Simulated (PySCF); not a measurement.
Compound: C7H12BF.
SMILES: `B[C@@H]1[C@@H](F)[C@H]2C[C@@H]1[C@@H]2C`

The closed-shell ground state was solved at several levels (PySCF, density fitting, gas phase, non-relativistic). Isolated species at its PBE0-D3(BJ)/def2-SVP geometry (one conformer only).

```csv
level,basis functions,total energy (Eh),HOMO (eV),LUMO (eV),gap (eV),dipole (D)
PBE0/def2-SVPD,279,-397.8732,-8.43,-1.49,6.94,1.86
wB97X-D/pcSseg-1,213,-398.4282,-10.27,0.46,10.73,1.83
```

Q: What might PBE0/pcSseg-1 (213 basis functions) give for the same quantities?

A: Total energy -398.0910 Eh, HOMO -8.38 eV, LUMO -1.46 eV, gap 6.92 eV, dipole 1.80 D.

Q: Over all these levels, which gives the widest orbital gap and which the narrowest?

A: wB97X-D/pcSseg-1 (range-separated hybrid) has the widest, 10.73 eV, and PBE0/pcSseg-1 (global hybrid, 25 % exact exchange) the narrowest, 6.92 eV. The two share the basis. From the narrowest to the widest the HOMO moves by -1.89 eV and the LUMO by +1.92 eV.

Q: How far do the dipole and the HOMO energy spread over the levels?

A: The dipole runs from 1.80 to 1.86 D (mean 1.83 D) and the HOMO from -10.27 to -8.38 eV.

The pairwise dispersion term of wB97X-D wasn't added to the energies; at a given geometry it leaves orbitals and properties as they are.
